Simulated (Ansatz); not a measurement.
**Related reaction energies, level by level**

Each structure stands at its B3LYP-D3(BJ)/def2-TZVP stationary point, reached from a drawn start (curvature not checked).

(1), H4W (SMILES [WH4]) (charge 0, multiplicity 3):
```csv
atom,x (Å),y (Å),z (Å)
W,0.0000,0.0000,0.0000
H,0.9941,0.9744,0.9940
H,0.9810,-0.9932,-0.9886
H,-0.9755,1.0006,-0.9866
H,-0.9995,-0.9819,0.9813
```

(2), H3W (SMILES [WH3]) (charge 0, multiplicity 4):
```xyz
4

W     -0.002    -0.001    -0.364
H      1.647    -0.009     0.111
H     -0.814     1.431     0.120
H     -0.831    -1.421     0.133
```

(3): H atom, charge 0, multiplicity 2.

(4), H5W (SMILES [WH5]) (charge 0, multiplicity 2, Z-matrix in Å and degrees):
```
W
H 1 1.6787
H 1 1.6935 2 61.77
H 1 1.6935 2 61.82 3 179.90
H 1 1.7206 2 121.68 3 89.93
H 1 1.7207 2 121.65 3 -89.99
```

(5), H6W (SMILES [WH6]) (charge 0, multiplicity 1, Z-matrix in Å and degrees):
```
W
H 1 1.6678
H 1 1.6679 2 63.00
H 1 1.6679 2 62.99 3 71.82
H 1 1.7134 2 67.70 4 144.09
H 1 1.7135 2 119.70 4 -110.47
H 1 1.7135 2 119.69 4 38.66
```

(6), H2 (SMILES [H][H]) (charge 0, multiplicity 1, Z-matrix in Å and degrees):
```
H
H 1 0.7440
```

```json
[
 {"step": "(1) → (2) + (3)", "quantity": "reaction energy", "PBE/def2-TZVPP (eV)": "3.053", "r2SCAN/def2-TZVPP (eV)": "3.050", "PBE0/def2-TZVPP (eV)": "2.967", "wB97M-V/def2-TZVPP (eV)": "3.090", "CCSD(T)/def2-QZVPP (eV)": "3.084"},
 {"step": "(4) → (1) + (3)", "quantity": "reaction energy", "PBE/def2-TZVPP (eV)": "2.580", "r2SCAN/def2-TZVPP (eV)": "2.456", "PBE0/def2-TZVPP (eV)": "2.414", "wB97M-V/def2-TZVPP (eV)": "2.474", "CCSD(T)/def2-QZVPP (eV)": "2.494"},
 {"step": "(5) → (4) + (3)", "quantity": "reaction energy", "PBE/def2-TZVPP (eV)": "3.034", "r2SCAN/def2-TZVPP (eV)": "2.958", "PBE0/def2-TZVPP (eV)": "2.913", "wB97M-V/def2-TZVPP (eV)": "2.954", "CCSD(T)/def2-QZVPP (eV)": "2.995"},
 {"step": "(5) → (1) + (6)", "quantity": "reaction energy", "PBE/def2-TZVPP (eV)": "1.073", "r2SCAN/def2-TZVPP (eV)": "0.750", "PBE0/def2-TZVPP (eV)": "0.799", "wB97M-V/def2-TZVPP (eV)": "0.717", "CCSD(T)/def2-QZVPP (eV)": "0.757"}
]
```

Right side less left side. No zero-point or thermal terms; singlets are restricted closed shells; open shells are unrestricted; no spin–orbit coupling. The spin states of the d-block species are the ones drawn and need not be the lowest.

Cores are frozen in the correlated methods.

Run with Ansatz (Gaussian basis) for Hartree–Fock, density functionals and correlated methods. All values are computed, each at the level named. Elements past Kr take the def2 small-core potentials, without spin–orbit coupling.

At CCSD(T)/def2-QZVPP the steps run from 0.757 ((5) → (1) + (6)) to 3.084 eV ((1) → (2) + (3)); 0 of 4 are downhill as written. PBE/def2-TZVPP, r2SCAN/def2-TZVPP, PBE0/def2-TZVPP, wB97M-V/def2-TZVPP give the same order. No level here is sure enough to rank the others by; between PBE/def2-TZVPP and CCSD(T)/def2-QZVPP the widest gap is 0.316 eV, for (5) → (1) + (6).

The steps were written down ahead of the runs, not picked by their results: 4 of 4 stand here.

Ansatz is a quantum-chemistry and plane-wave program.
